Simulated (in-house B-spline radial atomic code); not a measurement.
Radial electron density of Pb-, [Xe] 4f14 5d10 6s2 6p3. Level of theory: scalar-relativistic (X2C) CAM-B3LYP, spin-polarised, spherical fractional occupations, exact exchange averaged over the configuration, Fermi nucleus of rms radius 5.5012 fm; calculated with a B-spline radial code for spherical atoms.

One-electron X2C: radii and densities carry no picture-change correction, so inner-shell <1/r> comes out high (for 1s by about 2 % at Z = 33, 5 % at 54, 10 % at 75, 30 % at 118) and <r> low.

Columns: r (bohr), 4πr²n(r) (electrons per bohr), bar.

```
0.000244    3.335 #
0.000308    4.568 #
0.000388    6.205 ##
 0.00049    8.411 ##
0.000618    11.32 ###
0.000779    15.14 ####
0.000983    20.14 ######
 0.00124    26.55 ########
 0.00156    34.54 ##########
 0.00197    44.54 #############
 0.00249    56.53 ################
 0.00314    70.09 ####################
 0.00396    84.64 ########################
   0.005    98.98 ############################
 0.00631      111 ###############################
 0.00796    118.5 ##################################
    0.01    119.7 ##################################
  0.0127    114.2 ################################
   0.016    105.6 ##############################
  0.0202    100.7 #############################
  0.0254    106.7 ##############################
  0.0321    125.8 ####################################
  0.0405    147.8 ##########################################
   0.051    155.2 ############################################
  0.0644    140.6 ########################################
  0.0812    122.3 ###################################
   0.102    126.3 ####################################
   0.129    144.1 #########################################
   0.163    134.4 ######################################
   0.206    96.68 ###########################
    0.26    82.17 #######################
   0.327     95.7 ###########################
   0.413    88.92 #########################
   0.521    56.05 ################
   0.657    32.66 #########
   0.829    25.75 #######
    1.05    20.22 ######
    1.32    12.68 ####
    1.66    6.869 ##
     2.1    3.719 #
    2.65    2.172 #
    3.34    1.275 
    4.22   0.6907 
    5.32   0.3334 
    6.71   0.1377 
    8.47  0.04675 
    10.7  0.01247 
    13.5 0.002522
```

On this grid the curve has 4 maxima, near 0.01, 0.051, 0.129, 0.327 bohr.

The 6s down radial function P(r) = rR(r), positive near the nucleus:

```json
{"r (bohr)": "0.000244", "P": "0.01777"}
{"r (bohr)": "0.000388", "P": "0.02421"}
{"r (bohr)": "0.000618", "P": "0.03264"}
{"r (bohr)": "0.000983", "P": "0.04336"}
{"r (bohr)": "0.00156", "P": "0.05637"}
{"r (bohr)": "0.00249", "P": "0.07106"}
{"r (bohr)": "0.00396", "P": "0.08427"}
{"r (bohr)": "0.00631", "P": "0.08953"}
{"r (bohr)": "0.01", "P": "0.07518"}
{"r (bohr)": "0.016", "P": "0.02604"}
{"r (bohr)": "0.0254", "P": "-0.05609"}
{"r (bohr)": "0.0405", "P": "-0.1213"}
{"r (bohr)": "0.0644", "P": "-0.05963"}
{"r (bohr)": "0.102", "P": "0.1265"}
{"r (bohr)": "0.163", "P": "0.1129"}
{"r (bohr)": "0.26", "P": "-0.2049"}
{"r (bohr)": "0.413", "P": "-0.06435"}
{"r (bohr)": "0.657", "P": "0.3695"}
{"r (bohr)": "1.05", "P": "-0.05228"}
{"r (bohr)": "1.66", "P": "-0.6896"}
{"r (bohr)": "2.65", "P": "-0.6168"}
{"r (bohr)": "4.22", "P": "-0.2322"}
{"r (bohr)": "6.71", "P": "-0.03717"}
{"r (bohr)": "10.7", "P": "-0.001757"}
```
